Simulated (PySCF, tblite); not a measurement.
Isomers of C2H10NSSi2 (doublet state), one GFN2-xTB conformer each. Single-point energies are computed at B3LYP/pcH-1 (PySCF, gas phase, no added dispersion term), electronic only. GFN2-xTB treats the open shell by occupation alone, and not every SCF solution was tested for stability.

```csv
SMILES,GFN2-xTB relative energy (kcal/mol)
C[N][SiH2]CS[SiH3],0.0
[CH2]N[SiH2]CS[SiH3],3.0
```

Conformers: `[CH3:1][N:2][SiH2:3][CH2:4][S:5][SiH3:6]` (doublet state) with C1–N2–Si3–C4 -110°, N2–Si3–C4–S5 -168°, Si3–C4–S5–Si6 84°; `[CH2:1][NH:2][SiH2:3][CH2:4][S:5][SiH3:6]` (doublet state) with H–C1–N2–Si3 -177° and -1°, C1–N2–Si3–C4 -179°, N2–Si3–C4–S5 -175°, Si3–C4–S5–Si6 -174°.

Task: What does B3LYP/pcH-1 give for the same structures?

Result: 
```json
{"SMILES": "[CH2]N[SiH2]CS[SiH3]", "B3LYP/pcH-1 E (Eh)": "-1114.18140", "B3LYP/pcH-1 (kcal/mol)": "0.0", "GFN2-xTB (kcal/mol)": "3.0", "point group": "near Cs"}
{"SMILES": "C[N][SiH2]CS[SiH3]", "B3LYP/pcH-1 E (Eh)": "-1114.15826", "B3LYP/pcH-1 (kcal/mol)": "14.5", "GFN2-xTB (kcal/mol)": "0.0", "point group": "C1"}
```

GFN2-xTB puts C[N][SiH2]CS[SiH3] lowest instead. As drawn, the lower has an N–H bond, which the higher lacks.

Task: What happens when harmonic zero-point energies from GFN2-xTB frequencies are added?

Result: 
```csv
SMILES,ZPE (kcal/mol),electronic (kcal/mol),with ZPE (kcal/mol)
[CH2]N[SiH2]CS[SiH3],67.6,0.0,0.0
C[N][SiH2]CS[SiH3],68.6,14.5,15.5
```

The zero-point energies span 1.0 kcal/mol. The order is unchanged.
